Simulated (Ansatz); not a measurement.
CdHI (SMILES [CdH][I]) moved off its minimum; all values from Ansatz (an electronic-structure program), cores frozen in correlated methods. Elements past Kr take the def2 small-core potentials, without spin–orbit coupling.
(charge 0, multiplicity 1)
```xyz
3

Cd     0.01854    -0.00821    -1.34359
H      0.05903    -0.00169    -3.00752
I     -0.02674    -0.09562     1.24238
```

Problem. Give the forces (eV/Å), the total energy and the dipole at CCSD(T)/def2-TZVPPD.

Solution. 
```
atom      Fx      Fy      Fz
----  ------  ------  ------
Cd1    0.015  -0.035  -0.293
H2    -0.007   0.026   0.040
I3    -0.008   0.008   0.253
```
Energy -464.7544 hartree, dipole 1.73 D.
